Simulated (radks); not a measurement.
Spin polarisation of the 3p3 shell in the chlorine ion Cl2+. Start: [Ne] 3s2 3p(up 1.5, down 1.5); electrons of 3p are moved from spin down to spin up, other shells keep equal spins. Calculated with a radial shooting solver on a logarithmic mesh with Libxc functionals: scalar-relativistic Kohn-Sham, r2SCAN, spin-polarised, spherical densities, finite nucleus; meta-GGA in the generalised Kohn-Sham scheme; Fermi nuclear charge, rms radius of each element as measured or else 0.836 A^(1/3) + 0.57 fm.

moment (Bohr magnetons)  E - E(0) (eV)  e(3p up) (eV)  e(3p down) (eV)  3s down minus up (eV)  2p down minus up (eV)  2s down minus up (eV)
0                                0.000        -31.873          -31.873                  0.000                  0.000                  0.000
0.75                            -0.227        -32.444          -31.229                  1.282                  0.242                  0.120
1.5                             -0.914        -32.947          -30.490                  2.587                  0.486                  0.242
2.25                            -2.080        -33.388          -29.605                  3.970                  0.727                  0.360
3                               -3.764        -33.765          -28.603                  5.494                  0.965                  0.473

At moment 3 the spin-polarisation energy is -3.764 eV and the 3p exchange splitting 5.162 eV, that is 1.721 eV per Bohr magneton; E = -I m^2/4 would give I = 1.673 eV.
